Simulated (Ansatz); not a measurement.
`N[C]1=[C]([AlH2])[AlH]1`, 10 atoms. Total charge 0; spin multiplicity 1. All runs use 2 threads of an Arm Neoverse V1 on a shared host. Correlated methods freeze the cores.

Task: How many basis functions does each run have, and how long does it take in Ansatz? RHF-MP2/def2-QZVPP energy; RKS B2PLYP (frozen core)/def2-TZVPP energy; RKS ωB97M-V/def2-SVP energy; RKS PBE0-D4/def2-TZVPP energy; RHF-CCSD(T)/def2-TZVPP energy; RKS PBE0-D4/def2-QZVPP energy; RKS PBE0-D4/def2-TZVP frequencies; direct RPA on PBE orbitals/def2-TZVPP energy; RKS PBE-QIDH (frozen core)/def2-TZVPP energy; RKS ωB97M-V/def2-QZVPP energy; RKS PBE0-D4/def2-SVP energy; RHF-CCSD(T)/def2-SVP energy. (An estimate is asked.)

Result: Computed: Other jobs shared the machine, so times are rough.

```csv
level,job,functions,wall time,peak host memory (GiB)
RKS PBE0-D4/def2-SVP,energy,103,1.9 s,0.44
RKS PBE0-D4/def2-TZVPP,energy,247,5.5 s,0.59
RHF-CCSD(T)/def2-SVP,energy,103,6 s,0.44
RKS ωB97M-V/def2-SVP,energy,103,8.5 s,0.44
RKS B2PLYP (frozen core)/def2-TZVPP,energy,247,10 s,0.62
RKS PBE-QIDH (frozen core)/def2-TZVPP,energy,247,11 s,0.62
direct RPA on PBE orbitals/def2-TZVPP,energy,247,11 s,0.63
RKS PBE0-D4/def2-QZVPP,energy,461,17 s,1.5
RHF-MP2/def2-QZVPP,energy,461,34 s,2.6
RKS ωB97M-V/def2-QZVPP,energy,461,38 s,1.8
RKS PBE0-D4/def2-TZVP,frequencies,197,4.2 min,0.5
RHF-CCSD(T)/def2-TZVPP,energy,247,9.3 min,2
```
